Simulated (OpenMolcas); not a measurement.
## I VI: effect of correlating more closed shells

```
Program             : OpenMolcas 26.06
Basis               : ANO-RCC-VQZP [8s7p5d3f2g]
Scalar Hamiltonian  : DKH2, point nucleus
Active space        : 2 electrons in 9 orbitals (RAS2 5s 5p; RAS3 5d, at most 2 electrons)
State averaging     : 2S+1 = 3 even, 3 roots; 2S+1 = 1 even, 7 roots; 2S+1 = 3 odd, 3 roots; 2S+1 = 1 odd, 3 roots
Spin-orbit coupling : RASSI with atomic mean-field integrals over the reference wave functions, term energies averaged over their components
```

Methods on the same reference wave functions:
A. RASSCF
B. MS-RASPT2, IPEA 0.25 Eh, imaginary shift 0.1 Eh (closed shells correlated: none)
C. MS-RASPT2, IPEA 0.25 Eh, imaginary shift 0.1 Eh (closed shells correlated: 4d)

Energies in cm-1 above 5s2 1S0, the measured ground level; measured values from the list in Rauch et al., Astron. Astrophys. 606, A105 (2017).

```
         Level       A       B       C  Measured
       5s2 1S0     0.0     0.0     0.0       0.0
   5s 5p 3P* 0   80720   81550   87300     85666
   5s 5p 3P* 1   84051   84860   90440     89262
   5s 5p 3P* 2   92597   93430   99170     99685
   5s 5p 1P* 1  129939  129510  126280    127424
       5p2 3P0  198805  199380  202270    200085
5p2 1D2 [61 %]  203596  204270  210690    209432
       5p2 3P1  205181  205960  209040    208474
5p2 3P2 [61 %]  215404  216150  220630    221984
```

Deviations, from unrounded energies. A percentage is the sum of absolute deviations over the sum of measured energies, with the sign that they share, or ± where signs differ.

| Against measurement | Levels | A | B | C |
| --- | --- | --- | --- | --- |
| mean absolute deviation (cm-1) | 8 | 4600 | 3900 | 1200 |
| other configurations (%) | 8 | ±3.0 | ±2.5 | ±0.8 |

C lies closest to measurement on these levels and A furthest from it. The largest miss of C in the table is 5p2 3P0, by +2200 cm-1. The ranking rests on the paired levels alone, and a cruder setting can come out closer through cancelling errors.

Between B and C the level of the table that moves most is 5p2 1D2 [61 %], by 6400 cm-1 (lowest in B, highest in C). Moves below CASPT2's spread within the term are not significant.

The lowest spin-free term lies below A's lowest term by 0.005 hartree in B, 0.459 hartree in C.

What an inner shell adds also hangs on whether the basis holds functions to correlate it.

CASPT2 breaks the degeneracy within a term, and the mean is taken; among the terms shown or strongly mixed into the levels shown the widest spread is 21 cm-1 (5p2 1D, C). Active for correlation alone: 5d; no level in the range computed is led by a configuration that fills it, so any true level of that kind is missing. Some terms mix strongly with configurations of 5d, whose occupation reaches 0.21 (5p2 1D). Measured partners are found by configuration, term and J. A level has none where our copy of the source lacks it or the pairing is in doubt (some pairs that miss far off the trend of their configuration count as doubtful), and it then counts in no deviation. Only configurations of the active space appear. The table leaves out levels that lie high or whose names do not pair safely across all columns.

A share in square brackets marks a mixed level and gives the weight of the term that names it, the lowest over the columns. * marks odd parity.
